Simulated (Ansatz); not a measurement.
Cost and result for the atomization energy of `OC1=N[SiH2]S1` (8 atoms, 8 bonds).

Total charge 0; spin multiplicity 1. The structure was optimised at the PBE0-D4/def2-TZVP level. It is one conformer, not always the lowest. Program: Ansatz. All runs use 2 threads of an Arm Neoverse V2 on a shared host. Times are those of one run each, without the atoms' runs, and a repeat can differ threefold. Electronic energies, without spin–orbit coupling; frozen cores. CCSD(T)/CBS adds CCSD(T) − MP2 in def2-TZVPP to the MP2 limit, and its time is that of the two runs behind it. T1 = 0.015. B3LYP takes the VWN-RPA correlation (the form of Gaussian; ORCA's B3LYP/G). HSE06 is the plane-wave form, built on full-range PBE exchange.

CCSD(T)/CBS is a level of theory with its own doubt, some kJ/mol a heavy atom from the limit and from the frozen cores, so smaller differences don't rank the functionals.

```csv
level,functions,wall time
LDA (SPW92)/def2-TZVPP,219,1.6 s
revPBE-D4/def2-TZVPP,219,2.5 s
BLYP-D4/def2-TZVPP,219,2.6 s
CCSD(T)/def2-SVP,93,3.7 s
HSE06-D4/def2-TZVPP,219,4.1 s
CAM-B3LYP-D4/def2-TZVPP,219,4.5 s
B3LYP-D4/def2-TZVPP (with forces),219,6 s
PBE-QIDH/def2-TZVPP,219,7 s
ωB97X-V/def2-TZVPP,219,10 s
B97M-V/def2-TZVPP,219,11 s
MP2/def2-QZVPP,401,20 s
CCSD(T)/def2-TZVPP,219,100 s
CCSD(T)/CBS(def2),–,2 min
```

What atomization energy does each give, and how far from CCSD(T)/CBS? (An estimate is asked.)

Ansatz gave: 
```csv
level,atomization (kcal/mol),difference from CCSD(T)/CBS,per bond
LDA (SPW92)/def2-TZVPP,855.8,135.9,17.0
revPBE-D4/def2-TZVPP,726.9,7.0,0.9
BLYP-D4/def2-TZVPP,724.9,5.0,0.6
CCSD(T)/def2-SVP,657.9,-62.0,-7.8
HSE06-D4/def2-TZVPP,725.9,6.0,0.8
CAM-B3LYP-D4/def2-TZVPP,720.2,0.3,0.0
B3LYP-D4/def2-TZVPP (with forces),718.2,-1.7,-0.2
PBE-QIDH/def2-TZVPP,714.9,-5.0,-0.6
ωB97X-V/def2-TZVPP,727.3,7.4,0.9
B97M-V/def2-TZVPP,726.5,6.6,0.8
MP2/def2-QZVPP,733.7,13.8,1.7
CCSD(T)/def2-TZVPP,692.8,-27.1,-3.4
CCSD(T)/CBS(def2),719.9,0.0,0.0
```

In def2-TZVPP, CCSD(T) changes the Hartree–Fock value by +226.0 kcal/mol (the triples alone add +18.7 kcal/mol) and MP2 by +250.8 kcal/mol; breaking electron pairs costs correlation energy, which Hartree–Fock lacks. The D4 term adds +8.3 kcal/mol with B3LYP and +4.3 kcal/mol with PBE0; it sums over pairs of atoms, weighted by their polarisabilities, and B3LYP, whose exchange is more repulsive, gets the larger term. From PBE to PBE0 (25 % exact exchange), in def2-TZVPP and without D4, the atomization energy moves by −23.8 kcal/mol: exact exchange takes away binding that semilocal exchange gives to molecules.
